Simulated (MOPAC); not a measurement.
MOPAC input (PM7):

```
PM7 1SCF GEO-OK AUX(PRECISION=9) THREADS=1
FNbO2

Nb    0.04696000 1   -0.06706000 1   -0.18420300 1
O    -1.37568300 1   -0.96807500 1    0.15609500 1
O    -0.43373200 1    1.54784800 1   -0.51969600 1
F     1.39443900 1   -0.20985900 1    1.16234800 1
```

From the output:

```
                                                       MOPAC v23.2.5 Linux

          FINAL HEAT OF FORMATION =       -146.14102 KCAL/MOL =    -611.45402 KJ/MOL

          COSMO AREA              =        142.26 SQUARE ANGSTROMS
          COSMO VOLUME            =        155.32 CUBIC ANGSTROMS

          IONIZATION POTENTIAL    =         11.135566 EV
          HOMO LUMO ENERGIES (EV) =        -11.136 -1.555
          NO. OF FILLED LEVELS    =         12
          MOLECULAR WEIGHT        =        143.9036         POINT GROUP:  Cs

          MOLECULAR DIMENSIONS (Angstroms)

            Atom       Atom       Distance
            F     4    O     3     3.04319
            O     3    O     2     2.46661
           Nb     1    F     4     0.52202

          SCF CALCULATIONS        =          1

   ATOM   CHEMICAL          X               Y               Z
  NUMBER   SYMBOL      (ANGSTROMS)     (ANGSTROMS)     (ANGSTROMS)

     1      Nb          0.04696000  *  -0.06706000  *  -0.18420300  *
     2       O         -1.37568300  *  -0.96807500  *   0.15609500  *
     3       O         -0.43373200  *   1.54784800  *  -0.51969600  *
     4       F          1.39443900  *  -0.20985900  *   1.16234800  *

                             CARTESIAN COORDINATES

   1   Nb        0.046960000    -0.067060000    -0.184203000
   2    O       -1.375683000    -0.968075000     0.156095000
   3    O       -0.433732000     1.547848000    -0.519696000
   4    F        1.394439000    -0.209859000     1.162348000

           Empirical Formula: O2 Nb F  =     4 atoms

      MOLECULAR POINT GROUP   :   Cs

                  EIGENVALUES
 -38.63975 -28.38810 -27.41423 -17.08250 -15.83004 -15.82981 -14.33234 -13.83665
 -13.58010 -12.02272 -12.00042 -11.13557  -1.55538  -0.06676   0.14209   1.62631
   2.54093   3.77850  10.45390  10.60125  10.65237

              NET ATOMIC CHARGES AND DIPOLE CONTRIBUTIONS

  ATOM NO.   TYPE          CHARGE      No. of ELECS.   s-Pop       p-Pop       d-Pop
    1         Nb           1.081171        3.9188     0.82023     0.01104     3.08756
    2          O          -0.345324        6.3453     1.83626     4.50906
    3          O          -0.345326        6.3453     1.83626     4.50906
    4          F          -0.390521        7.3905     1.95976     5.43076
 DIPOLE           X         Y         Z       TOTAL
 POINT-CHG.     0.629    -0.916    -2.534     2.767
 HYBRID         0.188    -0.100    -0.111     0.240
 SUM            0.817    -1.016    -2.644     2.948

          ATOMIC ORBITAL ELECTRON POPULATIONS

     Atom    s        px        py        pz      x^2-y^2     xz        z^2       yz        xy
    1 Nb   0.82023   0.00334   0.00636   0.00134   0.65750   0.66678   0.43696   0.68078   0.64553
    2  O   1.83626   1.58276   1.48352   1.44279
    3  O   1.83626   1.66903   1.50146   1.33857
    4  F   1.95976   1.67785   1.90333   1.84959

 **********************
 *                    *
 * JOB ENDED NORMALLY *
 *                    *
 **********************

 == MOPAC DONE ==
```

The geometry given is a B3LYP-D3(BJ)/def2-TZVP minimum.
